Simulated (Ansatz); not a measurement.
Reaction (ligand exchange at the In–Cl bond): `[Cl][In]([Cl])[Cl]` + CH₃OH → `C[O][In]([Cl])[Cl]` + HCl

Isolated molecules relaxed with PBE0-D4/def2-TZVP in Ansatz; ΔE leaves out vibrations. CBS: MP2 limit from def2 TZ/QZ plus the TZ coupled-cluster correction, frozen cores. This one scheme is used for every species. Functionals use def2-TZVPP. def2 core potentials past Kr. For In outer-core shells are correlated without core-valence functions, which leaves a few kJ/mol of doubt a bond. Each species was taken in one conformer, which may not be the lowest.

`[Cl][In]([Cl])[Cl]`:

Cartesian coordinates in Å:
```
Cl -0.133 0.057 2.288
In 0.001 0.000 0.000
Cl 0.811 -1.867 -1.055
Cl -0.679 1.810 -1.233
```

CH₃OH:

Z-matrix (Å, degrees):
```
C
O 1 1.409
H 1 1.097 2 112.4
H 1 1.090 2 107.0 3 -118.5
H 1 1.097 2 112.4 3 123.0
H 2 0.959 1 108.5 3 -61.6
```

`C[O][In]([Cl])[Cl]`:

```xyz
8

C     0.977    0.519    0.837
O     0.429    0.670   -0.455
In   -1.036   -0.458   -1.095
Cl   -1.986   -1.955    0.384
Cl   -1.804   -0.255   -3.244
H     1.212    1.514    1.230
H     1.906   -0.061    0.796
H     0.303    0.027    1.548
```

HCl:

Z-matrix (Å, degrees):
```
Cl
H 1 1.279
```

(1) Is it downhill or uphill in electronic energy at CCSD(T)/CBS, and by how much? (An estimate is asked.)

(2) What do these levels give: r2SCAN-D4, r2SCAN0-D4, BHLYP-D4, B2PLYP, PBE-QIDH, PBE, PBE0, r2SCAN0, BHLYP, LC-ωPBE, HF/def2-QZVPP, SCS-MP2/def2-QZVPP? (An estimate is asked.)

Largest T1 diagnostic among the species: 0.015.

Results:

(1) Computed: Uphill: ΔE = +20.1 kcal/mol.

(2) Ansatz gave: r2SCAN-D4 20.9, r2SCAN0-D4 22.9, BHLYP-D4 23.4, B2PLYP 20.8, PBE-QIDH 22.5, PBE 20.5, PBE0 22.9, r2SCAN0 23.1, BHLYP 23.8, LC-ωPBE 21.5, HF/def2-QZVPP 26.1, SCS-MP2/def2-QZVPP 20.3 kcal/mol.

From PBE to PBE0 (25 % exact exchange), in def2-TZVPP and without D4, ΔE moves by +2.4 kcal/mol. In def2-TZVPP, CCSD(T) changes the Hartree–Fock value by −6.4 kcal/mol (the triples alone add −0.9 kcal/mol) and MP2 by −6.1 kcal/mol. Leaving LDA and LC-ωPBE aside and taking each functional with its dispersion term where it has one, the values, not all of them listed here, spread over 4.5 kcal/mol, from BLYP-D4 to BHLYP-D4. LDA lies −1.0 kcal/mol from PBE without D4.
